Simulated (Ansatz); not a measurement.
The first iterations of a band of F2H6O2Si2 (12 atoms, charge 0, multiplicity 1).

Computed with RKS CAM-B3LYP/6-31G in Ansatz 0.2.0.

```json
{"movable images": "4", "climbing image": "no", "spring": "5.0 eV/Å²", "optimiser": "quadratic models (default)", "start path": "through a guess of the saddle point", "force threshold": "0.05 eV/Å", "iteration limit": "60", "end points": "relaxed"}
```

First end point:

```xyz
12
Properties=species:S:1:pos:R:3
Si 0.342 -0.491 -1.230
O 1.762 0.479 -1.092
F 0.995 -1.526 -2.418
F 0.041 -1.718 -0.091
H -0.877 -0.005 -1.913
H 0.683 1.290 0.361
O -0.090 0.693 0.324
Si -1.139 0.304 1.682
H 2.526 0.269 -1.651
H -1.483 1.618 2.308
H -0.431 -0.575 2.651
H -2.328 -0.339 1.070
```

Last end point:

```xyz
12
Properties=species:S:1:pos:R:3
Si 0.109 -0.611 -1.047
O 1.420 0.981 -1.362
F 1.563 -1.474 -1.119
F -0.872 -1.913 -0.539
H -0.474 -0.278 -2.361
H 1.286 1.527 -0.563
O -0.165 0.357 0.325
Si -1.112 0.171 1.754
H 2.349 0.797 -1.579
H -0.913 1.433 2.531
H -0.637 -0.998 2.554
H -2.556 0.008 1.405
```

| iteration | highest image above the first end (eV) | largest band force component (eV/Å) |
| --- | --- | --- |
| 1 | 2.506 | 8.424 |
| 2 | 1.294 | 4.921 |
| 3 | 0.713 | 1.219 |

Question: Does the band converge within its limit, and where does its top end?

Answer: The run converged. It ended after 11 iterations with the highest image 0.314 eV above the first end. No image climbed, so the highest image needn't sit at the top of the path. The orbitals stay closed-shell, which can raise the energy where a bond breaks towards radicals; this wasn't checked here. Limits of this set-up: no polarisation functions.

Time of the run: 3.9 min on 2 threads of Arm Neoverse N1, with other jobs on the host, peak memory 0.22 GiB.
